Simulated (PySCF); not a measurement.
Hf(Cl)2(SH)2 (Cl2H2HfS2), SMILES [SH][Hf]([SH])([Cl])[Cl], multiplicity 1.

Geometry: PBE-D3(BJ)/def2-SVP. The multiplicity is an assumed one; no other spin state was optimised. The structure was generated by enumeration; whether it is a known compound was not checked. The def2 effective core potentials stand for the cores of Hf; spin–orbit coupling is left out. One conformer was computed; it need not be the lowest.

Method: PBE/def2-TZVP in PySCF.

Isolated molecule, no solvent.

Estimate the frontier levels, gap, dipole moment and polarisability. (An estimate is asked for; the answer gives what the named calculation found.)


- highest occupied level = -6.87 eV
- lowest empty level = -3.02 eV
- orbital gap = 3.85 eV
- dipole moment = 0.71 D
- quadrupole, principal values (traceless, Buckingham form, about the centre of nuclear charge) = -5.18, -1.65, 6.83 D·Å
- mean static polarisability = 108.9 bohr³ (16.13 Å³)
- polarisability, principal values = 102.8, 107.9, 115.8 bohr³
